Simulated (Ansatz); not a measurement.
Relaxation of C2H8BrNSi (13 atoms, charge 0, multiplicity 1), to a largest force component of 0.015 eV/Å in at most 40 steps.

Theory: Ansatz, RKS PBE0/def2-mTZVP.

```xyz
13
Properties=species:S:1:pos:R:3
C -1.663 -0.007 -0.526
C -0.411 -0.752 -0.557
Br 0.399 -0.491 -2.336
Si 0.915 -0.319 0.748
N 1.331 1.294 0.719
H -1.546 1.130 -0.670
H -2.214 -0.100 0.415
H -2.342 -0.274 -1.347
H -0.630 -1.803 -0.478
H 2.090 -1.108 0.621
H 0.295 -0.586 2.127
H 0.833 1.766 -0.008
H 1.030 1.718 1.560
```

Question: Where does it end, and by what steps?

Answer: The forces met the threshold. The force dipped under the threshold on the way, but the program's further checks kept it going. After 11 steps the energy has fallen by 0.546 eV; H12 moved furthest, 0.92 Å.

| step | energy less start (eV) | largest force component (eV/Å) | accepted |
| --- | --- | --- | --- |
| 0 | 0.0000 | 2.936 | yes |
| 1 | -0.3657 | 1.163 | yes |
| 2 | -0.4426 | 1.165 | yes |
| 3 | -0.4797 | 1.170 | yes |
| 4 | -0.5275 | 0.398 | yes |
| 5 | -0.5371 | 0.544 | yes |
| 6 | -0.5431 | 0.222 | yes |
| 7 | -0.5456 | 0.034 | yes |
| 8 | -0.5458 | 0.013 | yes |
| 9 | -0.5459 | 0.014 | yes |
| 10 | -0.5460 | 0.022 | yes |
| 11 | -0.5460 | 0.008 | yes |

```xyz
13
Properties=species:S:1:pos:R:3
C -1.770 -0.049 -0.469
C -0.443 -0.764 -0.572
Br 0.414 -0.345 -2.308
Si 0.826 -0.306 0.767
N 1.286 1.348 0.798
H -1.641 1.035 -0.479
H -2.258 -0.323 0.472
H -2.443 -0.316 -1.287
H -0.585 -1.846 -0.610
H 2.016 -1.167 0.551
H 0.191 -0.596 2.085
H 1.757 1.770 0.011
H 0.741 2.027 1.307
```

Time of the run: 52 s on 2 threads of Intel(R) Xeon(R) Platinum 8488C (Sapphire Rapids), with other jobs on the host, peak memory 0.43 GiB.
